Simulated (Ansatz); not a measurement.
Z-matrix (Å, degrees):
```
Si
C 1 1.850
F 1 1.587 2 120.2
C 1 1.889 2 42.2 3 -108.8
C 1 1.922 2 82.5 3 -108.1
H 1 1.469 2 113.5 3 133.4
H 2 1.082 1 132.7 3 -131.6
C 5 1.484 1 134.4 2 131.3
H 8 1.095 5 110.1 1 -5.1
H 8 1.092 5 111.4 1 113.3
H 8 1.092 5 111.7 1 -125.0
```

The species carries charge 0 and has multiplicity 1. The bonds changed during the relaxation, so this is another structure than the one it started from.

(1) List the ωB97M-V/def2-TZVPP orbital energies in eV (the Gaussian-basis code of Ansatz). (Estimate.)

Results:

(1) Ansatz gave: Occupied: -1808.66, -677.83, -283.30, -282.05, -281.80, -281.65, -149.56, -103.72, -103.66, -103.65, -36.39, -27.30, -23.86, -21.24, -18.30, -16.44, -15.86, -15.79, -15.44, -14.87, -14.49, -14.10, -12.92, -12.07, -10.56, -8.17. Lowest empty: 0.32, 2.16, 2.55, 2.77, 3.52, 3.72, 4.00, 4.75.
